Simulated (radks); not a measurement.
All-electron atom: Nd XVI in [Kr] 4d9. All-electron calculation, scalar-relativistic Kohn-Sham, BLYP, spin-polarised, spherical densities, finite nucleus; open shells are filled with parallel spins first (spin-orbit coupling, left out, can overturn this in heavy ions); Fermi nuclear charge, rms radius 4.9123 fm. Program: a radial shooting solver on a logarithmic mesh with Libxc functionals.

Unscreened Slater integrals over Kohn-Sham orbitals (eV). They are taken over the spin-up orbitals.

F0(4d,4d): 37.273
F2(4d,4d): 19.131
F4(4d,4d): 12.909
F0(4d,4p): 38.274
F2(4d,4p): 19.790
G1(4d,4p): 25.069
G3(4d,4p): 15.820
F0(4d,4s): 39.077
G2(4d,4s): 19.589
F0(4p,4p): 39.416
F2(4p,4p): 20.745
F0(4p,4s): 40.289
G1(4p,4s): 27.460
F0(4s,4s): 41.244

Derived for the open shells (J is the average intra-shell exchange parameter used in DFT+U). 4d: Racah B = F2/49 - 5 F4/441 = 0.2441 eV, C = 35 F4/441 = 1.025 eV, C/B = 4.20, F4/F2 = 0.675, J = (F2 + F4)/14 = 2.289 eV.
